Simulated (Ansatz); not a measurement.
CH$_{2}$O$_{2}$, charge +1, doublet, at a GFN2-xTB geometry (a state made from the parent by changing its charge; the spin is typed, not shown lowest); HF/6-31G in Ansatz (a program for electronic structure).

Here is a job for Ansatz.
Ansatz 0.2 input:
```yaml
crystal:
  periodic: [false, false, false]
  atoms:
    - {symbol: O, position_ang: [0.83970895, -0.72395374, -0.05717738]}
    - {symbol: C, position_ang: [-0.24805229, -0.11529710, 0.00227108]}
    - {symbol: O, position_ang: [-0.72831307, 0.95930046, 0.06431060]}
    - {symbol: H, position_ang: [1.70034825, -0.23589880, -0.06114765]}
    - {symbol: H, position_ang: [-1.10320156, -0.95509234, -0.00954464]}
basis:
  gaussian:
    orbitals: 6-31G
hamiltonian:
  xc: hf
total_charge: 1
magnetization: {spin_polarized: true, initial_magnetization: 1}
```

The log (banner, timings and long lists left out):

```
Functional definition: HF
341 factors; integrals over basis functions are off by at most 2.8e-4 eV
mean field evaluation 1: about -5117.1715 eV, gradient 3.4e1 eV
mean field evaluation 2: about -5117.1933 eV, gradient 3.4e1 eV
mean field evaluation 4: about -5122.5296 eV, gradient 4.4e0 eV
mean field evaluation 8: about -5123.1516 eV, gradient 4.3e-1 eV
mean field evaluation 16: about -5120.9528 eV, gradient 4.3e0 eV
mean field evaluation 32: about -5121.3025 eV, gradient 4.1e-5 eV
mean field -5123.15825108 eV, -188.2725931256 hartree, gradient 1.5e-5 eV, S^2 0.772893; 2 other end points of the search recorded, 0 dependent functions left out
reference -5123.15825108 eV, -188.2725931256 hartree; 12, 11 occupied and 19, 20 virtual orbitals, 341 factors
Total energy: -5123.15825108 eV, -188.2725931256 hartree
```
